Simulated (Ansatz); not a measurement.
`CCC[SiH2]Cl` + H₂O → `CCC[SiH2]O` + HCl  (formal hydrolysis of the Si–Cl bond)

Program: Ansatz. Geometries: PBE0-D4/def2-TZVP. ΔE: electronic, gas phase. CCSD(T)/CBS is the MP2 limit (def2-TZVPP, def2-QZVPP) plus CCSD(T) − MP2 in def2-TZVPP, frozen cores. This one scheme is used for every species. Functionals use def2-TZVPP. B3LYP here is the variant with VWN-RPA as its local correlation; programs differ in this. One conformer a species, not always the lowest.

```csv
level,ΔE (kcal/mol),difference from CCSD(T)/CBS
PBE-D4,5.0,0.6
PBE0-D4,5.0,0.6
ωB97X-V,3.6,-0.8
PBE,4.9,0.5
B3LYP,3.1,-1.3
SCS-MP2/def2-TZVPP,3.2,-1.2
CCSD(T)/def2-TZVPP,3.0,-1.4
SCS-MP2/def2-QZVPP,3.9,-0.5
HF/CBS(def2),2.7,-1.7
CCSD/CBS(def2),4.2,-0.2
CCSD(T)/CBS,4.4,0
```

Largest T1 diagnostic among the species: 0.010.
